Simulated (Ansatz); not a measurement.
Molecule: CH7FNSi2 (charge 0, doublet). It need not be the lowest isomer of its formula. 
Geometry from a B3LYP-D3(BJ)/def2-TZVP (Ansatz, a quantum-chemistry and plane-wave program) optimisation:
```xyz
12

Si     0.7471     0.6045    -0.3982
C      1.6394    -1.0178    -0.4606
F      1.3215     1.4379     0.8556
N     -0.9527     0.3709    -0.2418
Si    -1.8688    -0.9513     0.4187
H      0.9919     1.4620    -1.5757
H      1.3002    -1.6218    -1.3039
H      2.7122    -0.8477    -0.5697
H      1.4836    -1.5934     0.4536
H     -1.5056     1.2015    -0.4183
H     -1.1343    -2.2106     0.1237
H     -3.2048    -0.9649    -0.2422
```
Charge 0, spin multiplicity 2.

Basis-set convergence of Hartree-Fock and MP2 correlation energies (hartree) with Ansatz. Cores are frozen in the correlated levels unless marked. Open shells are spin-unrestricted. No spin-orbit coupling. No relativistic terms.

```
basis        functions       E(HF)  E(corr, MP2)
-----------  ---------  ----------  ------------
cc-pV(D+d)Z        123  -773.80583      -0.68109
cc-pV(T+d)Z        266           …             …
```

Q: Some entries are withheld; supply them.

A: 
- cc-pV(T+d)Z, E(HF): -773.91045
- cc-pV(T+d)Z, E(corr, MP2): -0.86500
